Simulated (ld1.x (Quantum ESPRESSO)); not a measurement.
Plane-wave convergence, RRKJ potential for tantalum (Ta)

ld1.x (Quantum ESPRESSO) 7.5 input, shortened:

```
&input
   title='Ta', zed=73., rel=2, dft='PBESOL', iswitch=3,
   config='[Xe] 4f14 5d4 6s1 6p0', rel_dist='average'
 /
 &inputp
   pseudotype=2, tm=.false., rho0=0.01, lloc=0,
   nlcc=.true.
 /
3
5P  2  1   6.00   0.00  2.05  2.05  0.0
5D  3  2   4.00   0.00  2.05  2.05  0.0
5S  1  0   2.00   0.00  1.15  1.15  0.0
 &test
   configts(1)='5s2 5p6 5d4 6s1 6p0'
 /
```

Open shells are filled in proportion to 2j + 1 (rel_dist='average').

Occupied shells without a wave of their own: 6s. They enter only through the test configuration that unscreens the potential, and ld1.x also counts them in the model core charge.

The pseudo-atom Hamiltonian at the reference potential is diagonalised in spherical Bessel functions j_l(qr) that vanish at 20 bohr, with q² up to the cutoff. All-electron valence levels (Ry): 5p1/2 -3.2427, 6p1/2 -0.1082, 5p3/2 -2.6025, 6p3/2 -0.0798, 5d3/2 -0.2204, 5d5/2 -0.1815, 5s -5.2314, 6s -0.3672.

Question: How do the lowest levels (Ry) of each channel move with the cutoff, and are there ghosts?

Answer:

```csv
cutoff (Ry),p1/2 #1,p1/2 #2,p1/2 #3,p1/2 #4,p3/2 #1,p3/2 #2,d3/2 #1,d5/2 #1,s #1,s #2,f #1,Σ f·Δε (mRy)
8,-2.5573,-0.0669,0.0525,0.1817,-2.1943,-0.0561,-0.0427,-0.0365,-4.0206,-0.2557,0.1032,6160.2
21,-3.2362,-0.1092,0.0419,0.1625,-2.6014,-0.0803,-0.2122,-0.1757,-4.8017,-0.3179,0.1032,944.4
45,-3.2425,-0.2024,0.0092,0.0886,-2.6021,-0.0806,-0.2182,-0.1792,-5.1751,-0.3641,0.1032,118.0
70,-3.2425,-2.7320,-0.1020,0.0435,-2.6021,-0.0808,-0.2183,-0.1792,-5.2011,-0.3659,0.1032,64.0
120,-3.4406,-3.2425,-0.1035,0.0431,-2.6021,-0.0808,-0.2183,-0.1793,-5.2293,-0.3690,0.1032,4.5
230,-3.6060,-3.2425,-0.1037,0.0431,-2.6021,-0.0808,-0.2183,-0.1793,-5.2314,-0.3692,0.1032,0.2
400,-3.6096,-3.2425,-0.1037,0.0431,-2.6021,-0.0808,-0.2183,-0.1793,-5.2315,-0.3692,0.1032,0.0
```

Result: ghost state, extra bound levels that the all-electron valence spectrum of the same l lacks: p1/2 at -49.1 eV (a true bound ghost makes a file unfit for plane-wave use); 10 mRy is reached at 100 Ry and 1 mRy at 180 Ry.

Note: ghost state, extra bound levels that the all-electron valence spectrum of the same l lacks: p1/2 at -49.1 eV. A true bound ghost makes a file unfit for plane-wave use. ld1.x takes every shell without a wave as core, so the model core holds the 6s electrons as well and exchange and correlation see them twice. This cancels in the reference configuration, but the file is broken for other ones, and its errors say nothing about a proper core correction. 5 of 7 tests not solved or not reliable.
